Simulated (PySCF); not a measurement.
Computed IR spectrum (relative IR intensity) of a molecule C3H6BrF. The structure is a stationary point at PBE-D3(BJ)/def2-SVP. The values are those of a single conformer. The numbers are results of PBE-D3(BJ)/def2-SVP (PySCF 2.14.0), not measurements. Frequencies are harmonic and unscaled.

ν (cm⁻¹): 227 (vw), 522 (m), 653 (m), 772 (w), 870 (m), 974 (s), 1020 (w), 1083 (m), 1116 (vs), 1199 (m), 1246 (m), 1320 (m), 1354 (w), 1391 (w), 1415 (w), 1433 (w), 2968 (w), 2986 (m), 3031 (m), 3036 (w), 3079 (w), 3083 (w) (against the strongest line: vs over 80 %, s over 45 %, m over 15 %, w over 4 %, vw less)

Question: Which structure fits?
A) CC[C@H](F)Br
B) CC(C)(F)Br
C) C[C@H](F)CBr

Answer: A, CC[C@H](F)Br
